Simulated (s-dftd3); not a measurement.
Cl$_{4}$Fe, charge -1, sextet, geometry from GFN2-xTB (such geometries of metal compounds can be far from the true shape); D3(bjm) for blyp run with s-dftd3 1.4.0.

Here is a job for s-dftd3.
```
$ s-dftd3 mol.xyz --bjm blyp --json dftd3.json --noedisp --grad

# file mol.xyz
5

Fe    -0.00000000    -0.00000000    -0.00000000
Cl     1.71855113    -0.56358205    -1.20848796
Cl     0.65566275     0.46239914     2.02182572
Cl    -0.95592471     1.74942799    -0.87016982
Cl    -1.41828916    -1.64824508     0.05683206
```

The log (banner, timings and long lists left out):

```
-----------------------------------
 s i m p l e   D F T - D 3  v1.4.0
-----------------------------------

Rational (Becke-Johnson) damping: blyp-D3(BJ)
---------------------
  s6         1.0000
  s8         1.8750
  s9         0.0000
  a1         0.4485
  a2         3.6107
 alp        14.0000
--------------------

Dispersion energy:      -2.1750744439346E-02 Eh

Gradient norm:           4.6475696190152E-03 Eh/a0
--------------------------------------------------
     #    Z           dE/dx      dE/dy      dE/dz
--------------------------------------------------
     1   26 Fe   -1.656E-13  4.859E-13  5.611E-13
     2   17 Cl    1.836E-03 -6.021E-04 -1.291E-03
     3   17 Cl    7.005E-04  4.940E-04  2.160E-03
     4   17 Cl   -1.021E-03  1.869E-03 -9.296E-04
     5   17 Cl   -1.515E-03 -1.761E-03  6.071E-05
--------------------------------------------------

Virial:
--------------------------------------------------
      component           x          y          z
--------------------------------------------------
          x       1.274E-02  5.714E-12  1.090E-12
          y       5.714E-12  1.274E-02 -3.372E-12
          z       1.090E-12 -3.372E-12  1.274E-02
--------------------------------------------------

[Info] JSON dump of results written to 'dftd3.json'
```
